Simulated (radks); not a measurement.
Values are calculated unless marked as measured or tabulated.
Problem. The mean radii <r> (bohr) of the occupied orbitals of an atom or ion are listed with their occupations. Level of theory: Dirac Kohn-Sham, exchange-only PBE, spin-unpolarised, spherical densities, finite nucleus; Fermi nuclear charge, rms radius of each element as measured or else 0.836 A^(1/3) + 0.57 fm (a radial shooting solver on a logarithmic mesh with Libxc functionals).

| orbital | occ. | <r> |
|---|---|---|
| 1s1/2 | 2 | 0.02145 |
| 2s1/2 | 2 | 0.08753 |
| 2p1/2 | 2 | 0.07250 |

Name the element and its charge. Open shells, if any, fill j = l - 1/2 first.

Solution. Z = 65, terbium, charge +59: Tb59+ in [He] 2s2 2p2. The 1s radius gives Z: for a bare nucleus <r> = (2 gamma + 1)/(2Z) with gamma = sqrt(1 - (Z/c)^2), 0.02124 bohr for Z = 65, and screening makes it slightly larger (0.02145 here). The occupations add up to 6, and the charge is Z minus that.
